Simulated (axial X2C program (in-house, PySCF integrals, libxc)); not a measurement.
**CuH: from the spin-free to the two-component result**

Calculated with an in-house relativistic program for diatomic molecules. Spin-free means the one-electron spin-free X2C Hamiltonian; two-component (2c) means X2C with spin–orbit coupling and atomic mean-field two-electron Coulomb and Gaunt terms, so the difference of the two also holds small scalar two-electron terms. Basis: Cu dyall-cv3z [9s9p6d3f2g], H dyall-v3z [6s2p1d] (cores contracted in-house); Gaussian nuclei, density fitting, unrestricted open shells. Masses: Cu 62.930 u, H 1.008 u.

Spin-free state: M_S = 0, Λ = 0 (closed shell); fragments Cu + H.

```
  level  Re (Å)  ωe (cm⁻¹)  De (eV)  μ (D)
   PBE0   1.459     1962.2    2.697  -2.64
     HF   1.540     1703.0      n/a  -4.10
    MP2   1.420     2130.1    2.802    n/a
   CCSD   1.458     1935.2    2.798    n/a
CCSD(T)   1.448     1986.9    2.896    n/a
 r2SCAN   1.439     2055.9    2.982  -2.35
```

Correlated methods: 12 electrons correlated (number of frozen shells: Cu 3 s, 2 p; H none), 180 virtual spin orbitals or spinors in MP2, 90 natural virtuals in coupled cluster.

Dipoles are positive if H is the positive end.

Two-component determinant lowest at the distance of the search:

Ω = 0 (closed shell); fragments Cu + H.

```
  level  Re (Å)  ωe (cm⁻¹)  De (eV)  μ (D)
   PBE0   1.460     1961.0    2.696  -2.64
     HF   1.541     1701.9      n/a  -4.10
    MP2   1.420     2127.9    2.798    n/a
   CCSD   1.459     1933.3    2.798    n/a
CCSD(T)   1.448     1984.9    2.890    n/a
 r2SCAN   1.439     2054.5    2.979  -2.35
```

Question: From the two tables, how do the constants change at the CCSD(T) level (2c against spin-free)?

Answer: At the CCSD(T) level Re is unchanged within 0.001 Å and ωe goes down by 2.0 cm⁻¹; De changes by -0.006 eV.

The state is a single determinant with fixed occupations, the lowest that a limited PBE0 search found. The closed shell is kept restricted, so the energy runs too high when the bond is stretched far. De is counted from the lowest determinant-based energies of the atoms at the same level, without counterpoise correction. De is not given where an atomic determinant may have missed its ground term or J level, or where the truncated virtual space spoils (T). CCSD and (T) use frozen natural virtuals with an MP2 correction for the truncation; (T) itself is uncorrected, so its De runs slightly low. The T1 diagnostic is large, a sign of multireference character.
